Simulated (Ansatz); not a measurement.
The cluster Cu₄S₄⁻. Charge -1, multiplicity 2. Geometry PBE-D4/def2-SVPD; atoms count from 1.

```csv
atom,x (Å),y (Å),z (Å)
Cu1,-0.5316,0.6843,1.3437
Cu2,-1.2815,-0.8973,-0.3216
Cu3,0.9079,0.5993,-0.9745
Cu4,1.0534,-1.2874,0.7475
S5,-0.6139,2.2547,-0.2439
S6,-0.8903,-1.5019,1.8282
S7,-1.3038,0.7910,-1.7851
S8,2.6597,-0.6426,-0.5943
```

No other spin state of charge -1 was run. The structure comes from a short search, and lower isomers may exist.

Question: Estimate the Mulliken populations from the PBE0/def2-SVP orbitals of Ansatz.

Answer: 
| atom | charge (e) | spin (α − β) | d electrons |
| --- | --- | --- | --- |
| Cu1 | 0.09 | 0.01 | 9.74 |
| Cu2 | 0.09 | 0.01 | 9.74 |
| Cu3 | 0.12 | 0.15 | 9.63 |
| Cu4 | 0.05 | 0.03 | 9.70 |
| S5 | -0.26 | 0.11 | – |
| S6 | -0.45 | 0.01 | – |
| S7 | -0.26 | 0.11 | – |
| S8 | -0.38 | 0.59 | – |
Mulliken values and Mayer orders depend strongly on the basis.

Question: Where does the spin sit?

Answer: Summed by element: Cu 0.19, S 0.81, of 1 unpaired in all. Largest on single atoms: S8 0.59, Cu3 0.15, S7 0.11.

Question: And the Mayer bond orders between bonded heavy atoms (over 0.3)?

Answer: Cu1–S5 0.66 (2.23 Å); Cu1–S6 0.73 (2.27 Å); Cu2–S6 0.73 (2.27 Å); Cu2–S7 0.66 (2.23 Å); Cu3–S5 0.48 (2.36 Å); Cu3–S7 0.48 (2.36 Å); Cu3–S8 1.02 (2.18 Å); Cu4–S6 0.73 (2.23 Å); Cu4–S8 0.82 (2.19 Å); S5–S7 0.91 (2.23 Å).
